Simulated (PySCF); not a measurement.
Gas-phase reaction: 2 Al2H6 + CH2FCF3 + 2 C3H6 (propylene) → 4 Al(CH3)2F + 2 H

Computed with PySCF and rigid-rotor harmonic-oscillator thermochemistry at 1 bar. † marks an energy on the PBE0/def2-TZVP geometry and frequencies. CCSD(T) freezes the core. Open shells (unrestricted): H (multiplicity 2); the rest are closed-shell singlets. B3LYP is the form with VWN-RPA correlation. Methyl groups turn as free rotors in Al(CH3)2F. Al2H6, Al(CH3)2F: computed as isolated molecules; such fragments, hydroxides, amides, oligomers or adducts are transient or little studied in the gas. CCSD(T) isn't extrapolated to the basis-set limit; its ΔH°(298 K) is -621.2 kJ in def2-SVP and -724.1 kJ in def2-TZVPP. The harmonic model lacks anharmonicity and excited electronic states, which grow with temperature; levels with a mode under 35 cm⁻¹ are left out. Internal rotation in CH2FCF3, C3H6 (propylene) is treated as a harmonic vibration of one conformer, which makes the entropy rough.

ΔH° and ΔS° at 298 K: B3LYP/def2-TZVP† -714 kJ, 167 J/K; BLYP/def2-TZVP† -711 kJ, 167 J/K; CCSD(T)/def2-TZVPP† -724 kJ, 167 J/K; M06-2X/def2-TZVP† -787 kJ, 167 J/K; PBE0/def2-SVP† -650 kJ, 167 J/K; LDA/def2-TZVP† -640 kJ, 167 J/K.

Q: With the heat capacities included, give log10 K (1 bar) at 800, 1200, 1400, 1800, 2500 K from B3LYP/def2-TZVP†, BLYP/def2-TZVP†, CCSD(T)/def2-TZVPP†, M06-2X/def2-TZVP†, PBE0/def2-SVP†, LDA/def2-TZVP†.

A: 
| T (K) | B3LYP/def2-TZVP† | BLYP/def2-TZVP† | CCSD(T)/def2-TZVPP† | M06-2X/def2-TZVP† | PBE0/def2-SVP† | LDA/def2-TZVP† |
|---|---|---|---|---|---|---|
| 800 | 55.8 | 55.6 | 56.4 | 60.5 | 51.6 | 50.9 |
| 1200 | 40.2 | 40.0 | 40.6 | 43.3 | 37.4 | 36.9 |
| 1400 | 35.7 | 35.5 | 36.0 | 38.4 | 33.3 | 32.9 |
| 1800 | 29.5 | 29.4 | 29.8 | 31.6 | 27.7 | 27.4 |
| 2500 | 23.4 | 23.3 | 23.6 | 24.9 | 22.0 | 21.8 |
